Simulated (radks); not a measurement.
All-electron atom: Ho+ in [Xe] 4f11 6s1. Method: scalar-relativistic Kohn-Sham, LDA (Slater exchange, Perdew-Wang correlation), spin-polarised, spherical densities, point nucleus; open shells are filled with parallel spins first (spin-orbit coupling, left out, can overturn this in heavy ions); computed with a radial shooting solver on a logarithmic mesh with Libxc functionals.

Unscreened Slater integrals over Kohn-Sham orbitals (hartree). They are taken over the spin-up orbitals.

integral,value
"F0(6s,6s)",0.25055
"F0(6s,4f)",0.32548
"G3(6s,4f)",0.012415
"F0(6s,5p)",0.31088
"G1(6s,5p)",0.025097
"F0(6s,5s)",0.31616
"G0(6s,5s)",0.012839
"F0(4f,4f)",1.1310
"F2(4f,4f)",0.52161
"F4(4f,4f)",0.32436
"F6(4f,4f)",0.23257
"F0(4f,5p)",0.71278
"F2(4f,5p)",0.24294
"G2(4f,5p)",0.13289
"G4(4f,5p)",0.10036
"F0(4f,5s)",0.81319
"G3(4f,5s)",0.15605
"F0(5p,5p)",0.59532
"F2(5p,5p)",0.31815
"F0(5p,5s)",0.64298
"G1(5p,5s)",0.42494
"F0(5s,5s)",0.70706

Derived for the open shells (J is the average intra-shell exchange parameter used in DFT+U). 4f: F4/F2 = 0.622, F6/F2 = 0.446, J = (286 F2 + 195 F4 + 250 F6)/6435 = 0.04205 hartree.
